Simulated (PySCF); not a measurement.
PySCF input file for ClF3H2OSi2, SMILES F[Si](F)(F)O[SiH2]Cl, TDA-PBE0/def2-SVPD. Geometry: PBE0-D3(BJ)/def2-SVP. The structure was generated by enumeration, and PubChem lists no compound with its InChIKey, so it may never have been made. Other conformers were not sampled.

```python
import numpy as np
from pyscf import gto, scf, dft, tdscf

mol = gto.M(
    atom='''
    Si    1.07565235   -0.67190444    0.47504666
    F     1.50005990   -1.82154259    1.49065128
    F     1.70056816   -1.01005114   -0.94988255
    F     1.70529506    0.70240404    0.97994652
    O    -0.53264655   -0.58037064    0.40179130
    Si   -1.88096679    0.30411454    0.00950811
    Cl   -1.37516611    1.67968184   -1.43298889
    H    -2.89171974   -0.62803164   -0.53866193
    H    -2.34819009    1.02817151    1.21493894
    ''',
    basis='def2-SVPD',
    charge=0,
    spin=0,
    max_memory=1600,
    verbose=4,
)
mf = dft.RKS(mol, xc='pbe0').density_fit(auxbasis='def2-universal-jkfit')
mf.grids.level = 3
mf.conv_tol = 1e-9
mf.max_cycle = 100
mf.kernel()
mf.grids = dft.Grids(mol).set(level=1).build(with_non0tab=True)  # coarser grid for the response kernel
td = tdscf.TDA(mf)
td.singlet = True
td.nstates = 10
td.conv_tol = 1e-4
td.positive_eig_threshold = 1e-6
td.kernel(x0=td.get_init_guess(mf, 15))
td.analyze()
tt = tdscf.TDA(mf)
tt.singlet = False
tt.nstates = 4
tt.conv_tol = 1e-4
tt.positive_eig_threshold = 1e-6
tt.kernel(x0=tt.get_init_guess(mf, 9))
tt.analyze(verbose=3)
```

It prints:

```
PySCF version 2.14.0

[INPUT] verbose = 4
[INPUT] num. atoms = 9
[INPUT] num. electrons = 82
[INPUT] charge = 0
[INPUT] spin (= nelec alpha-beta = 2S) = 0
[INPUT] symmetry False subgroup None
[INPUT] Mole.unit = angstrom
[INPUT] Symbol           X                Y                Z      unit          X                Y                Z       unit  Magmom
[INPUT]  1 Si     1.075652350000  -0.671904440000   0.475046660000 AA    2.032688346745  -1.269715373479   0.897708083789 Bohr   0.0
[INPUT]  2 F      1.500059900000  -1.821542590000   1.490651280000 AA    2.834702381442  -3.442216619331   2.816922666432 Bohr   0.0
[INPUT]  3 F      1.700568160000  -1.010051140000  -0.949882550000 AA    3.213608078556  -1.908720026405  -1.795017870003 Bohr   0.0
[INPUT]  4 F      1.705295060000   0.702404040000   0.979946520000 AA    3.222540624974   1.327351264388   1.851830539521 Bohr   0.0
[INPUT]  5 O     -0.532646550000  -0.580370640000   0.401791300000 AA   -1.006556100694  -1.096741560339   0.759275516233 Bohr   0.0
[INPUT]  6 Si    -1.880966790000   0.304114540000   0.009508110000 AA   -3.554512082502   0.574693191098   0.017967723862 Bohr   0.0
[INPUT]  7 Cl    -1.375166110000   1.679681840000  -1.432988890000 AA   -2.598687323684   3.174138654006  -2.707956541644 Bohr   0.0
[INPUT]  8 H     -2.891719740000  -0.628031640000  -0.538661930000 AA   -5.464558337598  -1.186807797161  -1.017923521430 Bohr   0.0
[INPUT]  9 H     -2.348190090000   1.028171510000   1.214938940000 AA   -4.437436158518   1.942962562981   2.295901854669 Bohr   0.0

nuclear repulsion = 576.240169537564
number of shells = 75
number of NR pGTOs = 281
number of NR cGTOs = 183
basis = def2-SVPD
ecp = {}


[settings echo left out]
init E= -1414.69806052643
  HOMO = -0.349113062895326  LUMO = -0.0586430699832974  gap/eV = 7.90409
cycle= 1 E= -1413.96631762665  delta_E= 0.732  |g|= 0.97  |ddm|= 5.52
  HOMO = -0.302262512112263  LUMO = -0.0215121821722755  gap/eV = 7.63961
cycle= 2 E= -1413.80850893664  delta_E= 0.158  |g|= 1.37  |ddm|= 3.44
  HOMO = -0.344714852258081  LUMO = -0.0235856164476447  gap/eV = 8.73837
cycle= 3 E= -1414.13118372008  delta_E= -0.323  |g|= 0.0865  |ddm|= 1.47
  HOMO = -0.347485959672138  LUMO = -0.0174820433053733  gap/eV = 8.97986
cycle= 4 E= -1414.13243534466  delta_E= -0.00125  |g|= 0.0466  |ddm|= 0.227
  HOMO = -0.347143730765223  LUMO = -0.017729232292059  gap/eV = 8.96383
cycle= 5 E= -1414.13283276392  delta_E= -0.000397  |g|= 0.00846  |ddm|= 0.0443
  HOMO = -0.346652780244865  LUMO = -0.0180003428853142  gap/eV = 8.94309
cycle= 6 E= -1414.13284487688  delta_E= -1.21e-05  |g|= 0.0022  |ddm|= 0.0164
  HOMO = -0.34681193802081  LUMO = -0.0179944928337012  gap/eV = 8.94758
cycle= 7 E= -1414.132846093  delta_E= -1.22e-06  |g|= 0.000344  |ddm|= 0.00417
  HOMO = -0.346814558804603  LUMO = -0.0180068635536927  gap/eV = 8.94731
cycle= 8 E= -1414.13284612564  delta_E= -3.26e-08  |g|= 7.68e-05  |ddm|= 0.00091
  HOMO = -0.346803129571893  LUMO = -0.0180025806049646  gap/eV = 8.94712
cycle= 9 E= -1414.13284612726  delta_E= -1.62e-09  |g|= 1.51e-05  |ddm|= 0.000196
  HOMO = -0.346805010626516  LUMO = -0.0180032588185153  gap/eV = 8.94715
cycle= 10 E= -1414.13284612732  delta_E= -5.98e-11  |g|= 7.72e-06  |ddm|= 3.47e-05
  HOMO = -0.346805009538256  LUMO = -0.0180032139937323  gap/eV = 8.94715
Extra cycle  E= -1414.13284612731  delta_E= 1.27e-11  |g|= 1.13e-05  |ddm|= 1.47e-05
converged SCF energy = -1414.13284612731
tot grids = 45168
Overwritten attributes  positive_eig_threshold  of <class 'pyscf.tdscf.rks.TDA'>


******** <class 'pyscf.tdscf.rks.TDA'> for <class 'pyscf.df.df_jk.DFRKS'> ********
nstates = 10 singlet
deg_eia_thresh = 1.000e-03
wfnsym = None
conv_tol = 0.0001
eigh lindep = 1e-12
eigh level_shift = 0
eigh max_cycle = 100


Excitation energies (eV)
[7.62955357 7.78857064 8.33819554 8.41382991 8.61682662 8.73486095
 9.02625701 9.04745323 9.10529643 9.1664021 ]

** Singlet excitation energies and oscillator strengths **
Excited State   1:      7.62955 eV    162.51 nm  f=0.0019
      41 -> 42        0.67138
      41 -> 43        0.14516
      41 -> 45       -0.11156
Excited State   2:      7.78857 eV    159.19 nm  f=0.0121
      41 -> 42       -0.12562
      41 -> 43        0.68118
      41 -> 45        0.11572
Excited State   3:      8.33820 eV    148.69 nm  f=0.0226
      40 -> 42       -0.50409
      40 -> 43       -0.46084
Excited State   4:      8.41383 eV    147.36 nm  f=0.0497
      40 -> 42       -0.44469
      40 -> 43        0.51796
Excited State   5:      8.61683 eV    143.89 nm  f=0.0138
      41 -> 44       -0.69510
Excited State   6:      8.73486 eV    141.94 nm  f=0.0018
      39 -> 42        0.68581
Excited State   7:      9.02626 eV    137.36 nm  f=0.0539
      39 -> 43        0.17847
      41 -> 42        0.13285
      41 -> 45        0.65332
Excited State   8:      9.04745 eV    137.04 nm  f=0.0017
      39 -> 43        0.66534
      41 -> 45       -0.17883
Excited State   9:      9.10530 eV    136.17 nm  f=0.0181
      38 -> 42       -0.67776
Excited State  10:      9.16640 eV    135.26 nm  f=0.0204
      40 -> 44       -0.68275
      40 -> 45        0.10125

** Transition electric dipole moments (AU) **
state          X           Y           Z        Dip. S.      Osc.
  1        -0.0323     -0.0603     -0.0753      0.0104      0.0019
  2        -0.0547     -0.1620     -0.1851      0.0635      0.0121
  3         0.1947      0.1662     -0.2129      0.1109      0.0226
  4        -0.4090      0.2376     -0.1314      0.2410      0.0497
  5         0.0316      0.1780      0.1811      0.0655      0.0138
  6        -0.0634      0.0615      0.0260      0.0085      0.0018
  7         0.1255      0.3486      0.3266      0.2439      0.0539
  8         0.0010      0.0869     -0.0179      0.0079      0.0017
  9        -0.2640      0.1064     -0.0050      0.0811      0.0181
 10        -0.2069      0.1841     -0.1191      0.0909      0.0204

** Transition velocity dipole moments (imaginary part, AU) **
state          X           Y           Z        Dip. S.      Osc.
  1        -0.0067     -0.0132     -0.0153      0.0005      0.0011
  2        -0.0190     -0.0573     -0.0647      0.0078      0.0182
  3         0.0497      0.0140     -0.0269      0.0034      0.0074
  4        -0.1432      0.0663     -0.0310      0.0259      0.0557
  5         0.0126      0.0641      0.0658      0.0086      0.0181
  6        -0.0162      0.0240      0.0174      0.0011      0.0024
  7         0.0350      0.0931      0.0867      0.0174      0.0350
  8         0.0024      0.0252     -0.0028      0.0006      0.0013
  9        -0.0981      0.0213      0.0076      0.0101      0.0202
 10        -0.0319      0.0561     -0.0439      0.0061      0.0121

** Transition magnetic dipole moments (imaginary part, AU) **
state          X           Y           Z
  1         0.5276      0.6527     -0.7117
  2         1.1783     -0.4585      0.0900
  3         0.0871      0.3489      0.3446
  4        -0.0950     -0.2175     -0.1533
  5         0.6758     -0.3877      0.1545
  6         0.6086      0.2978     -0.3091
  7         0.2615     -0.9680      0.9036
  8         0.1019     -0.0692      0.1386
  9         0.1636      0.5265      0.8376
 10        -0.1361     -0.3832     -0.4521


******** <class 'pyscf.tdscf.rks.TDA'> for <class 'pyscf.df.df_jk.DFRKS'> ********
nstates = 4 triplet
deg_eia_thresh = 1.000e-03
wfnsym = None
conv_tol = 0.0001
eigh lindep = 1e-12
eigh level_shift = 0
eigh max_cycle = 100


Excitation energies (eV)
[7.21080536 7.40353325 7.81449665 7.95605356]

** Triplet excitation energies and oscillator strengths **
Excited State   1:      7.21081 eV    171.94 nm  f=0.0000
Excited State   2:      7.40353 eV    167.47 nm  f=0.0000
Excited State   3:      7.81450 eV    158.66 nm  f=0.0000
Excited State   4:      7.95605 eV    155.84 nm  f=0.0000
```

The calculation finished and met its thresholds.

Cost: about 4 core-minutes (a rough figure).
